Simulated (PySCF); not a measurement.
F₃Sc.

```xyz
4

Sc     0.0000     0.0000     0.0000
F     -1.8285     0.0000     0.0000
F      0.9142     1.5835     0.0000
F      0.9142    -1.5835     0.0000
```

Coordinates come from a B3LYP-D3(BJ)/def2-SVP optimisation. The isomer is the one that the SMILES or the coordinates give; other isomers of the formula were not compared.

All values below come from PySCF with PBE/pcSseg-2. Non-relativistic, no solvent.

Give the absolute GIAO shielding of each atom: isotropic value and principal components (ppm). (The exact figures need the calculation; the answer reports its results.)


```json
[
 {"atom": "Sc1", "σ(iso)": "610.3", "σ11": "230.4", "σ22": "800.3", "σ33": "800.3", "span": "569.9"},
 {"atom": "F2", "σ(iso)": "-86.1", "σ11": "-528.0", "σ22": "-119.7", "σ33": "389.5", "span": "917.5"},
 {"atom": "F3", "σ(iso)": "-86.1", "σ11": "-528.0", "σ22": "-119.7", "σ33": "389.5", "span": "917.5"},
 {"atom": "F4", "σ(iso)": "-86.1", "σ11": "-528.0", "σ22": "-119.7", "σ33": "389.5", "span": "917.5"}
]
```
